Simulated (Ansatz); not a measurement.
`BC(C)=N`. The species carries charge 0 and has multiplicity 1.

Cartesian coordinates in Å:
```
B -0.9082 1.1118 0.0864
C 0.2650 0.0973 0.1046
C 0.2447 -1.2617 -0.5065
N 1.2389 0.4282 0.8685
H -0.7025 2.2493 -0.2184
H -1.9846 0.7870 0.4971
H 0.1934 -1.1858 -1.5972
H 1.1399 -1.8188 -0.2264
H -0.6472 -1.8092 -0.1877
H 1.1606 1.4019 1.1797
```

Q: Give the diagnostics of a CCSD(T)/def2-TZVPP run (frozen core, Ansatz 0.2.0). (An estimate is asked.)

A: Computed: T1 = 0.0149, largest single amplitude 0.039, largest double 0.045, (T) share of the correlation energy 4.1 %, 12 CCSD cycles. The RHF solution is stable towards an unrestricted one. T1 lies under the customary mark of 0.02 for closed shells.
